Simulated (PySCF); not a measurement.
RhN₂, doublet: data card

Method: PySCF, UPBE0, basis Rh def2-TZVP with ECP28, N def2-TZVP (scalar-relativistic core potentials, no spin–orbit coupling, density fitting).

The structure is a minimum.

Coordinates in bohr (charge 0 multiplicity 2):
```
Rh    0.9741    0.0000    0.0000
N    -2.5313    0.0000    0.0000
N    -4.6271    0.0000    0.0000
```

```json
{
 "Point group": "C∞v",
 "Bond lengths": "N–N 1.109 Å, Rh–N 1.855 Å",
 "Bond angles": "N–N–Rh 180.0°",
 "Entropy at 298.15 K and 1 bar (electronic part: spin only)": "260.9 J/(mol K)",
 "Rotational symmetry number": "1",
 "Dipole moment": "2.77 D",
 "Heat capacity Cp at 298.15 K": "48.9 J/(mol K)",
 "Enthalpy at 298.15 K above 0 K": "11.61 kJ/mol",
 "Rotational constants": "0.1236 cm⁻¹",
 "Atomisation energy without zero-point energy": "1017 kJ/mol",
 "Zero-point energy": "19.9 kJ/mol",
 "Highest occupied level (β)": "-5.23 eV",
 "Principal polarisabilities": "33.3, 33.3, 62.3 bohr³",
 "Lowest empty level (β)": "-2.38 eV",
 "Principal quadrupole moments (Buckingham, traceless) about the centre of mass": "-0.74, 0.37, 0.37 D Å",
 "Spin squared ⟨S²⟩": "0.752"
}
```

Harmonic modes (masses in u: Rh 102.906, N 14.003):
```
symmetry  ω (cm⁻¹)  IR (km/mol, summed over degenerate members)  μ (u)
       π       294                                          6.5  14.17
      σ+       453                                         21.2  17.18
      σ+      2287                                          417  14.00
```

In C∞v the vibrations span π + 2σ+.

Charges (e):
```tsv
atom	Mulliken	Löwdin	polar tensor	spin (Mulliken)	Mayer order to Rh1
Rh1	0.24	0.01	-0.05	0.95	–
N2	-0.04	-0.02	0.52	0.07	0.84
N3	-0.20	0.01	-0.47	-0.02	0.33
```
Other Mayer orders above 0.3: N–N 2.42.

Mulliken populations on Rh1 (electrons outside its core potential): s 2.20, p 6.02, d 8.54, f 0.00.

This need not be the most stable arrangement of these atoms. With open d or f shells other occupations or spin states may lie lower. At this level a doublet minimum of C∞v symmetry lies 5 kJ/mol below this structure.

The final relaxation and frequency run took 22 s on 4 threads of a shared Arm Neoverse V2 host, with 102 basis functions and 9 gradients; the process peaked at 0.93 GiB. Launch command: `OMP_NUM_THREADS=4 python axn.py task.json out`.
